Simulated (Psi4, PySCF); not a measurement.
Two rigid molecules brought together: CH2O2 ··· H4Si (SMILES O=CO and [SiH4]), singlet. Monomers: optimised at B3LYP-D3(BJ) (def2-TZVP), held rigid. Orientation: a higher rigid-body minimum at GFN2-xTB. R is the distance of the centres of mass, along which the second monomer moves.

Geometry at R = 3.49 Å (first 5 atoms: monomer A):
```
10

O      0.8133    -0.5321    -0.0667
C     -0.4205    -0.0108     0.0417
O     -0.6784     1.1578     0.0369
H      1.4404     0.2060    -0.1473
H     -1.1548    -0.8208     0.1354
Si     1.2970     2.9325    -1.7089
H      1.8510     1.5806    -1.9473
H      1.4335     3.2760    -0.2755
H     -0.1340     2.9532    -2.0872
H      2.0376     3.9203    -2.5258
```

- RHF/6-31G* = PySCF 2.14.0 with restricted Hartree-Fock/6-31G*, spherical d, no counterpoise correction
- wB97X-D/def2-TZVP, counterpoise-corrected (Psi4)

Interaction energies in kcal/mol:

```json
[
 {"R / Å": "2.87", "RHF/6-31G*": "12.73"},
 {"R / Å": "3.08", "RHF/6-31G*": "5.51"},
 {"R / Å": "3.31", "RHF/6-31G*": "1.59"},
 {"R / Å": "3.49", "RHF/6-31G*": "0.10"},
 {"R / Å": "3.69", "RHF/6-31G*": "-0.68"},
 {"R / Å": "3.88", "RHF/6-31G*": "-0.97"},
 {"R / Å": "4.19", "RHF/6-31G*": "-1.00"},
 {"R / Å": "4.52", "RHF/6-31G*": "-0.81"},
 {"R / Å": "5.03", "RHF/6-31G*": "-0.43"},
 {"R / Å": "5.71", "RHF/6-31G*": "-0.13"},
 {"R / Å": "6.69", "RHF/6-31G*": "-0.03"},
 {"R / Å": "7.96", "RHF/6-31G*": "-0.01"}
]
```

### Question
Estimate the wB97X-D/def2-TZVP values at these points.

### Answer
2.87: 7.37; 3.08: 2.09; 3.31: -0.49; 3.49: -1.26; 3.69: -1.47; 3.88: -1.37; 4.19: -1.05; 4.52: -0.75; 5.03: -0.42; 5.71: -0.19; 6.69: -0.07; 7.96: -0.02 (kcal/mol).
